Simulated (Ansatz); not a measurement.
Program: Ansatz 0.2.0.

C2H3FGe, SMILES `FC#[C][GeH3]` at its PBE0-D4/def2-TZVP geometry, where that method's forces vanish. Total charge 0; spin multiplicity 1.

| atom | x (Å) | y (Å) | z (Å) |
| --- | --- | --- | --- |
| F1 | -1.7442 | -2.6296 | -0.7324 |
| C2 | -1.0604 | -1.5995 | -0.4455 |
| C3 | -0.4135 | -0.6237 | -0.1738 |
| Ge4 | 0.6059 | 0.9136 | 0.2545 |
| H5 | 0.2410 | 2.0347 | -0.7259 |
| H6 | 0.2767 | 1.3378 | 1.6907 |
| H7 | 2.0944 | 0.5668 | 0.1324 |

Task: For each bond, give half the difference of the two atoms' forces along it (eV/Å; positive pushes the atoms apart) under PBE-D4, r2SCAN-D4, B3LYP-D4, ωB97M-V in def2-TZVPP. (Estimate.)

Result: The calculation gave: 
| bond | length (Å) | PBE-D4 | r2SCAN-D4 | B3LYP-D4 | ωB97M-V |
| --- | --- | --- | --- | --- | --- |
| F1–C2 | 1.269 | 0.12 | 0.00 | 0.44 | 0.57 |
| C2–C3 | 1.202 | 0.86 | 0.38 | -0.30 | -0.54 |
| C3–Ge4 | 1.894 | -0.61 | -0.29 | 0.16 | 0.31 |
| Ge4–H5 | 1.533 | 0.08 | -0.03 | -0.02 | -0.10 |
| Ge4–H6 | 1.533 | 0.08 | -0.03 | -0.02 | -0.10 |
| Ge4–H7 | 1.533 | 0.08 | -0.03 | -0.02 | -0.10 |

B3LYP here is the variant with VWN-RPA as its local correlation; programs differ in this.
